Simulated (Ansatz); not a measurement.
Spectroscopic constants of Be2, closed-shell singlet (the spin of the measured ground state).

Constants: fifth-degree fit in 1/R to seven points, most abundant isotopes. Runs in def2 and cc sets follow the lowest solution found near the PBE0 minimum. The singlet is held restricted.

Correlated levels freeze the inner cores; with def2 sets outer-core shells near the valence are correlated too. CBS: X⁻³ extrapolation of the correlation energy, Hartree–Fock from the larger set.

The values were computed with Ansatz (a program for electronic structure). Each number belongs to the level named beside it.

### Question
What bond length and harmonic frequency does CCSD(T)/def2-QZVPP give, and what D_e (from each atom's lowest state at the same level)?

### Answer
r_e = 2.512 Å, ω_e = 212 cm⁻¹, D_e = 0.05 eV.

### Question
What bond length and harmonic frequency does CCSD(T)/aug-cc-pV5Z give, and what D_e (from each atom's lowest state at the same level)?

### Answer
r_e = 2.496 Å, ω_e = 229 cm⁻¹, D_e = 0.08 eV.

### Question
What bond length and harmonic frequency does CCSD(T)/CBS(aug-cc-pVQZ, aug-cc-pV5Z) give?

### Answer
r_e = 2.491 Å, ω_e = 233 cm⁻¹.

Doubts at one or more of the structures used: a restricted determinant that unrestricted orbitals would lower (CCSD(T)/def2-QZVPP, CCSD(T)/aug-cc-pV5Z, CCSD(T)/CBS(aug-cc-pVQZ, aug-cc-pV5Z)).
